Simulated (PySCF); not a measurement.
PBE0-D3(BJ)/def2-SVP geometry optimisation, IEF-PCM water with PySCF 2.14 and geomeTRIC: [CuBr4]2-, charge -2, multiplicity 2. Start (model start, shaken):

```
5

Cu    0.0000    0.0045   -0.0041
Br    2.4566   -0.0068   -0.0149
Br   -2.4691    0.0201   -0.0074
Br   -0.0093    2.4773    0.0053
Br    0.0016   -2.4840   -0.0004
```

| step | E − E(start) / kcal mol⁻¹ | largest force / Eh bohr⁻¹ |
| --- | --- | --- |
| 0 | 0.00 | 0.00121 |
| 1 | 0.10 | 0.00215 |
| 2 | 0.00 | 0.00119 |
| 3 | -0.02 | 0.00092 |
| 4 | -0.03 | 0.00041 |
| 5 | -0.06 | 0.00060 |
| 6 | -0.09 | 0.00161 |
| 7 | -0.13 | 0.00300 |
| 8 | -0.28 | 0.00302 |
| 9 | -0.50 | 0.00230 |
| 10 | -0.80 | 0.00153 |
| 11 | -1.43 | 0.00129 |
| 12 | -2.13 | 0.00144 |
| 13 | -2.27 | 0.00176 |
| 14 | -2.51 | 0.00658 |
| 15 | -3.23 | 0.00344 |
| 16 | -3.90 | 0.00327 |
| 17 | -4.26 | 0.00243 |
| 18 | -4.28 | 0.00081 |
| 19 | -4.29 | 0.00056 |
| 20 | -4.28 | 0.00034 |
| 21 | -4.29 | 0.00023 |
| 22 | -4.29 | 0.00005 |
| 23 | -4.29 | 0.00003 |

The optimisation met its thresholds. End point:

```
5

Cu   -0.0042    0.0021   -0.0047
Br    2.2612    0.0025   -0.8779
Br   -2.2689    0.0024   -0.8795
Br   -0.0043    2.2672    0.8708
Br   -0.0040   -2.2631    0.8699
```

Metal–donor distances, start → end: Br2 2.457 → 2.428 Å, Br3 2.469 → 2.428 Å, Br4 2.473 → 2.428 Å, Br5 2.488 → 2.428 Å.

No frequencies were computed, so the end point may be a saddle point.
